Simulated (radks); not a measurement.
Valence configurations of the argon ion Ar2+ (all share [Ne]). Calculated with a radial shooting solver on a logarithmic mesh with Libxc functionals: scalar-relativistic Kohn-Sham, PBEsol, spin-polarised, spherical densities, finite nucleus; open shells are filled with parallel spins first; Fermi nuclear charge, rms radius 3.4274 fm. Energies are relative to 3s2 3p4; eigenvalues in eV for spin up.

| valence | E (eV) | moment (Bohr magnetons) | e(3p) | e(3s) |
|---|---|---|---|---|
| 3s2 3p4 | 0.000 | 2 | -36.389 | -51.527 |
| 3s1.5 3p4.5 | 7.500 | 2 | -36.684 | -51.869 |
| 3s1 3p5 | 14.999 | 2 | -36.979 | -52.210 |
| 3p6 | 31.472 | 0 | -36.397 | - |

NIST lists [Ne] 3s2 3p4 as the ground configuration; this level of theory agrees among the configurations tried. The energies are those of spherical high-spin densities, not of single terms.
